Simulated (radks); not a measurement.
Spherical jellium clusters: N electrons in a uniform positive sphere of charge N and radius rs N^(1/3), rs = 3.97 bohr. Calculated with a radial shooting solver with Libxc functionals: non-relativistic Kohn-Sham, LDA (Slater exchange, Perdew-Wang correlation), spin-polarised, spherical densities. Levels are named by radial order and angular momentum (1s, 1p, 1d, 2s, ...), and open shells are averaged over m.

N = 20, configuration 1s2 1p6 1d10 2s2. This is the lowest configuration that the search found. Occupied and some empty levels:

level,occupation,eigenvalue (eV),<r> (bohr)
1s,2,-5.0371,6.936
1p,6,-4.3069,8.026
1d,10,-3.3406,8.858
2s,2,-2.7252,7.352
1f,0,-2.2013,9.642
2p,0,-1.5288,9.338
1g,0,-0.95093,10.55

Energy (eV): total -37.6816, kinetic 34.075, external -1195.6, Hartree 590.76, exchange-correlation -72.908, background 606.03. Static polarisability (adiabatic kernel): 1711 bohr^3, against R^3 = 1251 for a classical metal sphere.

Electron density:

r (bohr),n(r) (e/bohr^3)
0.780,0.005195
1.65,0.004824
2.52,0.004339
3.39,0.003922
4.25,0.003728
5.12,0.003807
5.99,0.004063
6.86,0.004277
7.73,0.004195
8.60,0.003667
9.46,0.002770
10.3,0.001785
11.2,0.0009882
12.1,0.0004908
12.9,0.0002270
13.8,0.00009998
14.7,0.00004257
15.6,0.00001772
16.4,7.341e-06
17.3,2.981e-06
